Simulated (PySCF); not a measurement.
# Excitation energy of Br by level of theory

Br [Ar] 3d10 4s2 4p5 (2P) → Br [Ar] 3d10 4s2 4p4 5s1 (4P), as a difference of total energies. Calculation: PySCF 2.14, in aug-cc-pVTZ-PP with one added diffuse shell each of s, d, f type with ECP10MDF (7s5p5d3f, 68 functions); a scalar-relativistic core potential. Correlated levels: valence: 3s2 3p6 3d10 frozen. The calculations carry no spin-orbit coupling.

| method | excitation energy (eV) | error (eV) |
| --- | --- | --- |
| UHF | 7.112 | -0.733 |
| MP2 (valence) | 7.683 | -0.162 |
| SCS-MP2 (valence) | 7.771 | -0.074 |
| CCSD (valence) | 7.664 | -0.181 |
| CCSD(T) (valence) | 7.680 | -0.165 |

Reference: 7.845 eV (measured; NIST levels, between the centres of gravity of the two terms).

Errors of the correlated levels include the incompleteness of this basis and the frozen core.
